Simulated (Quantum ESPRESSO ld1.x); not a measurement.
All-electron atom: Tm4+ in [Xe] 4f10.75 6p0.25 (fractional occupations, a model configuration).

Calculated with ld1.x of Quantum ESPRESSO 7.5: scalar-relativistic Kohn-Sham, LDA (Slater exchange, Perdew-Wang correlation), spin-polarised, spherical densities, point nucleus; open shells are filled with parallel spins first.

Energy parts (eV):
| part | energy |
|---|---|
| total | -368862.1 |
| kinetic | 400906.0 |
| electron-nucleus | -903130.9 |
| Hartree | 140835.0 |
| exchange-correlation | -7472.1 |

Orbitals (lengths in bohr, moments of r in powers of bohr):
orbital,occ.,eigenvalue (eV),<r^4>,<1/r>
1s up,1,-59297.2,8.092e-07,79.05
1s down,1,-59297.2,8.092e-07,79.05
2s up,1,-10055.1,0.0001251,18.41
2s down,1,-10055.0,0.0001251,18.41
2p up,3,-8888.10,0.00009554,16.96
2p down,3,-8888.04,0.00009552,16.96
3s up,1,-2307.79,0.004714,6.792
3s down,1,-2306.15,0.004706,6.795
3p up,3,-1954.48,0.004988,6.336
3p down,3,-1952.84,0.004979,6.339
3d up,5,-1517.25,0.003900,6.005
3d down,5,-1515.98,0.003890,6.008
4s up,1,-503.459,0.1129,2.882
4s down,1,-500.275,0.1131,2.881
4p up,3,-386.922,0.1489,2.636
4p down,3,-383.808,0.1493,2.634
4d up,5,-232.108,0.2252,2.337
4d down,5,-229.087,0.2270,2.334
5s up,1,-104.643,3.464,1.136
5s down,1,-103.279,3.543,1.128
5p up,3,-75.3152,6.254,0.9720
5p down,3,-74.2821,6.412,0.9641
4f up,7,-61.5882,0.9047,1.823
4f down,3.75,-58.8275,0.9809,1.808
5d up,0,-40.3490,22.69,0.7018
5d down,0,-39.7364,23.08,0.6964
6s up,0,-35.4020,85.81,0.4856
6s down,0,-34.8175,86.66,0.4861
6p up,0.25,-27.9437,159.1,0.4158
6p down,0,-27.3474,163.6,0.4147
5f up,0,-17.4702,290.5,0.3532
5f down,0,-16.9995,310.1,0.3511
7p up,0,-14.7622,1575,0.2403
7p down,0,-14.5665,1647,0.2374

The highest occupied level is 6p up at -27.944 eV. The configuration is held as typed, so some empty levels lie below it. The density falls to 0.001 e/bohr^3 at r = 3.29 bohr.
